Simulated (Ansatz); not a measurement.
`C=C[Si](N)N` radical. Charge 0, multiplicity 2. All single points use the PBE0-D4/def2-TZVP geometry. It is one conformer, not always the lowest.

```xyz
12

C    -1.347   -1.605    0.066
C    -1.296   -0.273    0.119
Si    0.157    0.704   -0.493
N     1.519   -0.250   -0.910
N     0.623    1.779    0.769
H    -2.231   -2.165    0.361
H    -0.495   -2.185   -0.277
H    -2.184    0.264    0.451
H     2.312   -0.329   -0.294
H     1.730   -0.508   -1.858
H     1.258    2.539    0.584
H    -0.045    2.029    1.481
```

Q: What is the dipole moment at B3LYP/def2-TZVPP? (Estimate.)

A: Computed: 1.15 D, with components (0.88, 0.65, 0.36) D in this frame, pointing from negative to positive charge.

Q: And with PBE, r2SCAN, ωB97M-V? (Estimate.)

A: The calculation gave: PBE 1.30 D, r2SCAN 1.24 D, ωB97M-V 1.09 D.

Q: Give the Mulliken charges with B3LYP, PBE, r2SCAN in def2-TZVPP. (Best estimate.)

A: Computed: 
```tsv
atom	B3LYP	PBE	r2SCAN
C1	-0.21	-0.19	-0.15
C2	-0.18	-0.15	-0.20
Si3	0.33	0.23	0.38
N4	-0.39	-0.37	-0.44
N5	-0.38	-0.37	-0.43
H6	0.10	0.09	0.08
H7	0.10	0.08	0.08
H8	0.08	0.07	0.06
H9	0.14	0.15	0.16
H10	0.14	0.15	0.17
H11	0.14	0.15	0.16
H12	0.13	0.15	0.15
```

B3LYP here is the variant with VWN-RPA as its local correlation; programs differ in this.
